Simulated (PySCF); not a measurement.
Si(I)3(OH) (HI₃OSi), SMILES I[Si](O)(I)I.

Coordinates come from a PBE-D3(BJ)/def2-SVP optimisation. The def2 effective core potentials stand for the cores of I; spin–orbit coupling is left out. The values are those of a single conformer.

Method: PySCF with TDA-CAM-B3LYP/def2-SVPD.

Vertical excitations.  State labels are in the subgroup Cs.

Computed UV-visible absorptions:
| state | symmetry | energy (eV) | λ (nm) | f | main pairs |
|---|---|---|---|---|---|
| S1 | A" | 4.33 | 287 | 0.000 | HOMO→LUMO 95 % |
| S2 | A" | 4.58 | 271 | 0.017 | HOMO−1→LUMO 93 % |
| S3 | A' | 4.63 | 268 | 0.024 | HOMO−2→LUMO 92 % |
| S4 | A" | 5.08 | 244 | 0.033 | HOMO−3→LUMO 87 % |
| S5 | A' | 5.09 | 244 | 0.029 | HOMO−4→LUMO 88 % |
| S6 | A' | 5.22 | 237 | 0.004 | HOMO−5→LUMO 90 % |
| S7 | A" | 6.22 | 199 | 0.003 | HOMO→LUMO+1 54 %, HOMO−6→LUMO 20 % |
| S8 | A" | 6.36 | 195 | 0.025 | HOMO−1→LUMO+1 45 %, HOMO−6→LUMO 19 %, HOMO→LUMO+1 9 %, HOMO→LUMO+2 9 % |
| S9 | A' | 6.47 | 192 | 0.000 | HOMO→LUMO+3 65 %, HOMO−7→LUMO 14 % |
| S10 | A" | 6.52 | 190 | 0.001 | HOMO→LUMO+2 46 %, HOMO−1→LUMO+1 21 %, HOMO→LUMO+1 7 % |
| T1 | A" | 3.92 | 316 | 0 | HOMO→LUMO 92 % |
| T2 | A" | 4.11 | 301 | 0 | HOMO−1→LUMO 90 % |
| T3 | A' | 4.15 | 299 | 0 | HOMO−2→LUMO 90 % |
| T4 | A" | 4.56 | 272 | 0 | HOMO−3→LUMO 86 % |
Triplets are in the Tamm–Dancoff approximation.
